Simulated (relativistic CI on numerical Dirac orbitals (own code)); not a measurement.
**Ir7+: L2,3 absorption edge**

Computed with this model: Dirac-Coulomb-Breit CI, KLI orbitals optimised for each configuration, QED by a radiative potential, valence Slater integrals scaled by 0.8, multiplet model of core-to-valence dipole absorption; configurations [Xe] 4f14 5d2 → [He] 2s2 2p5 3s2 3p6 3d10 4s2 4p6 4d10 4f14 5s2 5p6 5d3; 80 K; Lorentzian 3 eV and Gaussian 1 eV FWHM. Energies are those of the free ion, without screening or charge transfer. The branching ratio is the share of the lower-energy edge in the whole absorption, uncertain by about 0.02 where the edges overlap. S is read from ⟨S²⟩ = S(S + 1).

Field parameters in Wybourne normalisation: D3d B²₀ = −7Dσ, B⁴₀ = −14Dq − 21Dτ, B⁴₃ = −14√(10/7) Dq. The field is a parameter set, without covalency.

Computed curve for D3d, 10Dq = 35900, Dσ = -1200, Dτ = 250 cm⁻¹, scaled to 100 at the maximum (points under 2 are left out and the grid is thinned):

Energy (eV), Intensity and a bar:
```
  11211.0        2.1 
  11212.0        2.4 
  11213.5        3.1 
  11214.5        3.8 #
  11216.0        5.3 #
  11217.0        6.9 ##
  11218.0        9.5 ##
  11219.5       17.7 #####
  11220.5       28.9 ########
  11222.0       49.8 ###############
  11223.0       64.7 ###################
  11224.5       72.3 ######################
  11225.5       81.4 #########################
  11226.5       98.7 ##############################
  11228.0       83.6 #########################
  11229.0       57.3 #################
  11230.5       27.8 ########
  11231.5       17.5 #####
  11232.5       11.8 ###
  11234.0        7.3 ##
  11235.0        5.6 #
  11236.5        4.1 #
  11237.5        3.3 
  11238.5        2.8 
  11240.0        2.2 
  12826.5        2.2 
  12828.0        3.7 #
  12829.0        5.8 #
  12830.0        9.9 ##
  12831.5       21.1 ######
  12832.5       24.2 #######
  12834.0       22.3 ######
  12835.0       19.4 #####
  12836.5       19.3 #####
  12837.5       18.5 #####
  12838.5       14.7 ####
  12840.0        8.2 ##
  12841.0        5.2 #
  12842.5        2.8 
  12843.5        2.1
```

The ground state has S = 0.95, and the centroid lies at 11580.10 eV.
